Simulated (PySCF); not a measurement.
**Strontium: a sound run and one with changed settings**

Sound run: Sr [Kr] 5s2, Sr+ [Kr] 5s1. Calculation: PySCF 2.14, in aug-cc-pVDZ-X2C (7s6p4d, 45 functions); the spin-free X2C one-electron Hamiltonian (Gaussian nucleus). In the sound run the correlated levels freeze [Kr]. The sound run starts from symmetry-adapted Hartree-Fock orbitals and uses a fine grid where one is needed.

Changed run: the non-relativistic Hamiltonian (point nucleus). This setting is unsound on purpose.

```
species   method  sound run (hartree)  changed run (hartree)  converged
     Sr      UHF          -3177.34487            -3103.07850        yes
     Sr    B3LYP          -3179.31138            -3105.04560        yes
     Sr    M06-L          -3179.13978            -3104.87387        yes
     Sr      MP2          -3177.36094            -3103.09466        yes
     Sr  CCSD(T)          -3177.37004            -3103.10419        yes
    Sr+      UHF          -3177.17025            -3102.90934        yes
    Sr+    B3LYP          -3179.09841            -3104.83974        yes
    Sr+    M06-L                  n/a            -3104.66702        yes
```

Ionisation energy of Sr:

```tsv
method	sound run (eV)	changed run (eV)
UHF	4.752	4.603
B3LYP	5.795	5.602
M06-L	n/a	5.629
MP2	5.189	5.043
SCS-MP2	5.276	5.131
CCSD	5.437	5.302
CCSD(T)	5.437	5.302
CCSDT	5.437	5.302
FCI	5.437	5.302
```

Most of the change in total energy is the relativistic energy itself. On top of that the contraction fixes the core shape for the Hamiltonian it was made with, so the changed run is not a good calculation with the other Hamiltonian either.

For comparison, NIST gives 5.695 eV between the lowest levels.
